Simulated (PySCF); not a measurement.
Identify the unknown among the candidates.

All candidates are C5H3FO2.

* Rotational structure: rotational constants A, B, C: 7.532, 1.229, 1.057 GHz [GFN2-xTB]
* Triplet: lowest triplet excitation (Tamm–Dancoff): 3.27 eV [TDA CAM-B3LYP/def2-SVPD]
* Dipole: 1.85 D [CAM-B3LYP/def2-SVPD]
* UV, first state: lowest singlet excitation: 3.94 eV (315 nm, f = 0.000) [TDDFT CAM-B3LYP/def2-SVPD]
* UV, strongest line: among the 8 lowest singlet transitions: S5 at 6.98 eV (178 nm, f = 0.421) [TDDFT CAM-B3LYP/def2-SVPD]
* Polarisability: 62.2 au [CAM-B3LYP/def2-SVPD]

The electronic properties come from PySCF, for the isolated species, density fitting. Levels stand in brackets. One conformer (not necessarily the lowest) at the GFN2-xTB geometry, without solvent, vibrations or thermal averaging.

Question: Which candidate is it?
A. `O=Cc1coc(F)c1`
B. `O=C(F)c1ccco1`
C. `C#C/C=C(\F)C(=O)O`

Answer: A. It is `O=Cc1coc(F)c1`. Numbering: `[O:1]=[CH:2][c:3]1[cH:4][o:5][c:6]([F:7])[cH:8]1`. Its formula, C5H3FO2, gives 4 degrees of unsaturation: 1 ring and 3 π bonds in the structure found (Kekulé form). S1 is mainly HOMO−1→LUMO (weight 0.94); the largest Löwdin shares of the orbital it empties are 0.64 on the aldehyde oxygen, 0.16 on the aldehyde carbon, 0.09 on the formyl hydrogen and 0.08 on the substituted aromatic carbon, of the orbital it fills 0.26 on the aldehyde carbon, 0.22 on the aldehyde oxygen, 0.18 on the aromatic CH next to a ring oxygen and 0.13 on the substituted aromatic carbon. The optimised geometry has point group Cs and is an asymmetric top.

The others, at the same levels:
- `O=C(F)c1ccco1` fails: its computed lowest singlet excitation is 5.29 eV (234 nm, f = 0.369) (against 3.94 eV), static isotropic polarisability is 64.8 au (against 62.2 au) and rotational constant A is 5.196 GHz (against 7.532 GHz).
- `C#C/C=C(\F)C(=O)O` fails: its computed lowest singlet excitation is 4.87 eV (255 nm, f = 0.000) (against 3.94 eV), lowest triplet excitation (Tamm–Dancoff) is 2.91 eV (against 3.27 eV) and strongest line among the 8 lowest singlet transitions is S2 at 5.01 eV (248 nm, f = 0.486) (against S5 at 6.98 eV).

Each candidate is one conformer, not necessarily the lowest. Dipoles, sizes and rotational constants follow the conformer. The torsions of the flexible species, by atom-mapped SMILES:
- `[O:1]=[CH:2][c:3]1[cH:4][o:5][c:6]([F:7])[cH:8]1`: O1–C2–C3–C4 0°
- `[O:1]=[C:2]([F:3])[c:4]1[cH:5][cH:6][cH:7][o:8]1`: O1–C2–C4–C5 180°
- `[CH:1]#[C:2]/[CH:3]=[C:4](\[F:5])[C:6](=[O:7])[OH:8]`: C3–C4–C6–O7 180°, H–O8–C6–C4 180°
